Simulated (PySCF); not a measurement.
Species: H3SiCF3.
Z-matrix (Å and degrees, PBE0-D3(BJ)/def2-SVP geometry), rows numbered from 1:
```
F 
C   1  1.3404
F   2  1.3418  1  107.30
F   2  1.3411  1  107.26  3  -114.99
Si  2  1.9334  1  111.81  3   122.28
H   5  1.4877  2  107.67  1   -58.02
H   5  1.4877  2  107.97  1    62.14
H   5  1.4875  2  107.46  1  -177.87
```

The closed-shell ground state was solved at several levels (PySCF, density fitting, gas phase, non-relativistic).

```csv
level,basis functions,HOMO (eV),LUMO (eV),gap (eV),dipole (D)
PBE0/aug-cc-pVDZ,146,-9.63,-0.13,9.50,2.07
PBE0/IGLO-III,214,-9.64,0.32,9.96,2.06
B3LYP/pcSseg-2,229,-9.46,-0.29,9.17,2.16
KT2/pcSseg-2,229,-8.23,-0.88,7.35,2.00
mPW1PW91/pcSseg-2,229,-9.69,-0.06,9.63,2.13
PBE0/cc-pVTZ,196,-9.52,0.23,9.75,1.93
PBE0/pcSseg-2,229,-9.65,-0.05,9.60,2.12
BLYP/pcSseg-2,229,-8.03,-0.74,7.29,1.98
PBE0/pcSseg-1,107,-9.63,0.21,9.84,2.07
B97-D/pcSseg-2,229,-8.12,-0.68,7.44,1.94
OPBE/pcSseg-2,229,-8.01,-0.63,7.38,1.80
PBE0/pcSseg-0,55,-9.77,0.36,10.13,2.37
KT3/pcSseg-2,229,-8.26,-0.84,7.42,1.96
```

(1) Estimate the row for PBE0/def2-SVPD, a basis of 137 functions; the other rows only guide the guess.

(2) Over all these levels, which gives the widest orbital gap and which the narrowest?

(3) How much does the basis alone move the frontier levels among the 7 PBE0 rows (the withheld one included)?

(4) In the pcSseg-2 basis, how does the gap go with the fixed share of exact exchange?

(5) How far do the dipole and the HOMO energy spread over the levels?

Answers

(1) HOMO -9.74 eV, LUMO 0.06 eV, gap 9.80 eV, dipole 2.14 D.

(2) PBE0/pcSseg-0 (global hybrid, 25 % exact exchange) has the widest, 10.13 eV, and BLYP/pcSseg-2 (GGA) the narrowest, 7.29 eV. Functional and basis both differ between the two, so the spread mixes both effects.

(3) The HOMO by 0.25 eV and the LUMO by 0.49 eV. By rising basis size (HOMO, LUMO in eV): pcSseg-0 -9.77, 0.36; pcSseg-1 -9.63, 0.21; def2-SVPD -9.74, 0.06; aug-cc-pVDZ -9.63, -0.13; cc-pVTZ -9.52, 0.23; IGLO-III -9.64, 0.32; pcSseg-2 -9.65, -0.05.

(4) BLYP (0 %) 7.29 eV; KT2 (0 %) 7.35 eV; OPBE (0 %) 7.38 eV; KT3 (0 %) 7.42 eV; B97-D (0 %) 7.44 eV; B3LYP (20 %) 9.17 eV; PBE0 (25 %) 9.60 eV; mPW1PW91 (25 %) 9.63 eV. Each rise in the share widens the gap here.

(5) The dipole runs from 1.80 to 2.37 D (mean 2.05 D) and the HOMO from -9.77 to -8.01 eV.
